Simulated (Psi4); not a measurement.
C$_{3}$H$_{3}$, charge -1, singlet, at a GFN2-xTB geometry (a gas-phase anion, which may not be bound at this level); MP2/6-311G** in Psi4.

Input for Psi4:
```
memory 2 GB

molecule mol {
-1 1
C    -0.000588   -0.067353    0.131452
C     0.012727    0.421654    1.286929
C    -0.009166   -0.235089   -1.200541
H     0.008172   -0.086694    2.252544
H     0.909339   -0.330062   -1.783745
H    -0.935345   -0.298514   -1.775838
}

set {
  basis 6-311g**
  reference rhf
  freeze_core true
  mp2_type conv
  scf_type pk
  puream true
  d_convergence 1e-8
}

energy('mp2')
print_variables()
```

Task: What does Psi4 print? Leave out banner, timings and long lists.

Result: 
```
   => Loading Basis Set <=

    Name: 6-311G**
    Role: ORBITAL
    Keyword: BASIS

         ---------------------------------------------------------
                                   SCF
               by Justin Turney, Rob Parrish, Andy Simmonett
                          and Daniel G. A. Smith
                              RHF Reference
         ---------------------------------------------------------

  ==> Geometry <==

    Molecular point group: c1
    Full point group: C1

    Geometry (in Angstrom), charge = -1, multiplicity = 1:

       Center              X                  Y                   Z               Mass
    ------------   -----------------  -----------------  -----------------  -----------------
         C           -0.001041635878    -0.085538899319     0.098220377893    12.000000000000
         C            0.012273364122     0.403468100681     1.253697377893    12.000000000000
         C           -0.009619635878    -0.253274899319    -1.233772622107    12.000000000000
         H            0.007718364122    -0.104879899319     2.219312377893     1.007825032230
         H            0.908885364122    -0.348247899319    -1.816976622107     1.007825032230
         H           -0.935798635878    -0.316699899319    -1.809069622107     1.007825032230

  Running in c1 symmetry.

  Rotational constants: A =      7.07236  B =      0.32493  C =      0.31850 [cm^-1]
  Rotational constants: A = 212024.06972  B =   9741.13873  C =   9548.45036 [MHz]
  Nuclear repulsion =   53.362935715819795

  Charge       = -1
  Multiplicity = 1
  Electrons    = 22
  Nalpha       = 11
  Nbeta        = 11

  ==> Algorithm <==

  SCF Algorithm Type is PK.
  DIIS enabled.
  MOM disabled.
  Fractional occupation disabled.
  Guess Type is SAD.
  Energy threshold   = 1.00e-08
  Density threshold  = 1.00e-08
  Integral threshold = 1.00e-12

  ==> Primary Basis <==

  Basis Set: 6-311G**
    Blend: 6-311G**
    Number of shells: 36
    Number of basis functions: 72
    Number of Cartesian functions: 75
    Spherical Harmonics?: true
    Max angular momentum: 2

  ==> Integral Setup <==

  Using in-core PK algorithm.
   Calculation information:
      Number of atoms:                   6
      Number of AO shells:              36
      Number of primitives:             69
      Number of atomic orbitals:        75
      Number of basis functions:        72

      Integral cutoff                 1.00e-12
      Number of threads:                 1

[...]
  @RHF Final Energy:  -115.24060610853951
    Total Energy =                       -115.2406061085395095
  DIE_IF_NOT_CONVERGED          => (empty)
[...]
  WRITER_FILE_LABEL             => (empty)
  ZORA_BASIS_TOLERANCE          => (empty)
  ZORA_NR_DEBUG                 => (empty)
  ZORA_PRUNING_SCHEME           => (empty)
  ZORA_RADIAL_POINTS            => (empty)
  ZORA_SPHERICAL_POINTS         => (empty)

 ==============================================================================
 ==============================================================================
 ==============================================================================

                             MP2
                    Program Written by Ugur Bozkaya,
              Additional Contributions by J. P. Misiewicz

 ==============================================================================
 ==============================================================================
 ==============================================================================

	MO spaces per irreps...

	IRREP   FC    OCC   VIR  FV
	==============================
	   A     3     8    61    0
	==============================

	Cost of iabc is     16 MB
	Cost of abcd is    104 MB
	Switching to the incore algorithm for iabc..
	Switching to the incore algorithm for abcd..

	Computing MP2 energy using SCF MOs (Canonical MP2)...
	==============================================================================
	Nuclear Repulsion Energy (a.u.)    :    53.36293571581979
	SCF Energy (a.u.)                  :  -115.24060610853951
	REF Energy (a.u.)                  :  -115.24060610853951
	Alpha-Alpha Contribution (a.u.)    :    -0.05297506790260
	Alpha-Beta Contribution (a.u.)     :    -0.31799727952688
	Beta-Beta Contribution (a.u.)      :    -0.05297506790260
	Scaled_SS Correlation Energy (a.u.):    -0.03531671193507
	Scaled_OS Correlation Energy (a.u.):    -0.38159673543225
	SCS-MP2 Total Energy (a.u.)        :  -115.65751955590684
	SOS-MP2 Total Energy (a.u.)        :  -115.62220284397176
	SCSN-MP2 Total Energy (a.u.)       :  -115.42707834755669
	SCS-MP2-VDW Total Energy (a.u.)    :  -115.70061769423650
	SOS-PI-MP2 Total Energy (a.u.)     :  -115.68580229987714
	MP2 Correlation Energy (a.u.)      :    -0.42394741533208
	MP2 Total Energy (a.u.)            :  -115.66455352387159
	==============================================================================

  Variable Map:
  ----------------------------------------------------------------------------
[...]
  Array Variable Map:
  ----------------------------------------------------------------------------
[...]
[...]
```
